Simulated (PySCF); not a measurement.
Ti(Cl)3(OH) (Cl3HOTi), SMILES [OH][Ti]([Cl])([Cl])[Cl], multiplicity 1.

Geometry optimised at PBE-D3(BJ)/def2-SVP. A frequency run showed that this geometry is not a minimum. The multiplicity is an assumed one; no other spin state was optimised. The isomer is the one that the SMILES or the coordinates give; other isomers of the formula were not compared. One conformer was computed; it need not be the lowest.

Computed with PBE-D3(BJ)/def2-SVP (PySCF).

Frequencies are harmonic and unscaled.

Modes within 1.5 cm⁻¹ of each other (mostly degenerate sets) share a row, with their intensities summed.

```json
[
 {"mode": "1–2", "ν (cm⁻¹)": "184i", "IR (km/mol)": "341.1", "moving atoms (share of kinetic energy)": "H 95 %"},
 {"mode": "3–4", "ν (cm⁻¹)": "117", "IR (km/mol)": "3.8", "moving atoms (share of kinetic energy)": "Cl 87 %"},
 {"mode": "5", "ν (cm⁻¹)": "140", "IR (km/mol)": "2.0", "moving atoms (share of kinetic energy)": "Cl 57 %, Ti 30 %, O 13 %"},
 {"mode": "6–7", "ν (cm⁻¹)": "188", "IR (km/mol)": "7.4", "moving atoms (share of kinetic energy)": "O 62 %, Cl 29 %"},
 {"mode": "8", "ν (cm⁻¹)": "388", "IR (km/mol)": "11.7", "moving atoms (share of kinetic energy)": "Cl 81 %, Ti 13 %"},
 {"mode": "9–10", "ν (cm⁻¹)": "482", "IR (km/mol)": "233.7", "moving atoms (share of kinetic energy)": "Ti 56 %, Cl 43 %"},
 {"mode": "11", "ν (cm⁻¹)": "842", "IR (km/mol)": "147.1", "moving atoms (share of kinetic energy)": "O 66 %, Ti 29 %"},
 {"mode": "12", "ν (cm⁻¹)": "3819", "IR (km/mol)": "469.1", "moving atoms (share of kinetic energy)": "H 94 %"}
]
```
